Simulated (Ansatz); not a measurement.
Reaction (redistribution): `[NH2][Nb](=[S])([Cl])[Cl]` + `C=C[Si](O)(O)F` → `[OH][Nb](=[S])([Cl])[Cl]` + `C=C[Si](N)(O)F`

Computed with Ansatz on PBE0-D4/def2-TZVP structures; ΔE is electronic, products minus reactants. CCSD(T)/CBS adds triple-zeta CCSD(T) − MP2 to the extrapolated MP2 energy (def2 sets, frozen cores). DFT in def2-TZVPP. def2 core potentials past Kr. For Nb outer-core shells are correlated without core-valence functions, which leaves a few kJ/mol of doubt a bond. One conformer a species, not always the lowest.

`[NH2][Nb](=[S])([Cl])[Cl]`:

```xyz
7

N     0.571   -0.641    0.888
Nb   -0.338    0.349   -0.498
S    -2.236   -0.589   -0.673
Cl   -0.559    2.532    0.144
Cl    0.839    0.185   -2.451
H     1.512   -0.407    1.183
H     0.212   -1.429    1.407
```

`C=C[Si](O)(O)F`:

```xyz
11

C    -1.657    0.022    0.956
C    -0.340    0.164    1.077
Si    0.806   -0.066   -0.340
O     0.050   -0.527   -1.713
O     1.592    1.330   -0.601
F     1.853   -1.219    0.026
H    -2.116   -0.229    0.005
H    -2.332    0.157    1.796
H     0.068    0.425    2.052
H    -0.053   -1.466   -1.869
H     2.130    1.409   -1.390
```

`[OH][Nb](=[S])([Cl])[Cl]`:

```xyz
6

O     0.988    1.096    0.312
Nb   -0.323   -0.192    0.017
S     0.441   -1.610   -1.369
Cl   -0.805   -1.264    1.967
Cl   -2.176    0.781   -0.879
H     1.874    1.189   -0.048
```

`C=C[Si](N)(O)F`:

```xyz
12

C    -0.935    0.656    1.551
C    -1.216    0.129    0.361
Si    0.077   -0.404   -0.846
N     1.540   -0.665   -0.022
O     0.333    0.638   -2.081
F    -0.490   -1.696   -1.591
H    -1.710    0.972    2.243
H     0.091    0.793    1.882
H    -2.263    0.020    0.082
H     2.400   -0.737   -0.542
H     1.567   -1.232    0.809
H     0.605    1.526   -1.846
```

```
                    species  r2SCANh energy (Eh)
`[NH2][Nb](=[S])([Cl])[Cl]`          -1431.73231
           `C=C[Si](O)(O)F`           -619.12243
 `[OH][Nb](=[S])([Cl])[Cl]`          -1451.62123
           `C=C[Si](N)(O)F`           -599.23051
```

Q: Work out ΔE.

A: ΔE = (-1451.62123) + (-599.23051) − (-1431.73231) − (-619.12243) = 0.00300 Eh = +7.9 kJ/mol. CCSD(T)/CBS gives +13.2 kJ/mol.

Largest T1 diagnostic among the species: 0.023, so the coupled-cluster value is less sure than usual.

From BLYP to BHLYP (50 % exact exchange), in def2-TZVPP and without D4, ΔE moves by +3.8 kJ/mol. Leaving LDA and LC-ωPBE aside and taking each functional with its dispersion term where it has one, the values, not all of them listed here, spread over 7.3 kJ/mol, from revPBE-D4 to PBE-QIDH.
